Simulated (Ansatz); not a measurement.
```xyz
12

C     0.147    1.072   -1.569
Si   -0.686   -0.341   -0.657
Si    0.470   -0.929    1.299
O     0.542    0.328    2.379
H     1.152    0.786   -1.887
H     0.236    1.948   -0.922
H    -0.424    1.358   -2.455
H    -0.787   -1.543   -1.536
H    -2.079    0.048   -0.284
H    -0.168   -2.130    1.917
H     1.887   -1.259    1.000
H    -0.291    0.662    2.714
```

Charge 0, multiplicity 1.

(1) List the PBE0/def2-TZVPP orbital energies in eV (Ansatz). (Estimate.)

Results:

(1) Ansatz gave: Occupied: -1802.85, -1802.23, -522.72, -277.91, -145.11, -144.59, -99.79, -99.75, -99.75, -99.25, -99.24, -99.23, -28.12, -19.73, -15.93, -14.42, -12.66, -11.64, -11.59, -10.80, -10.30, -9.42, -9.34, -8.96, -7.55. Lowest empty: -0.32, 0.30, 1.21, 1.38, 1.80, 1.96, 2.24, 2.54.
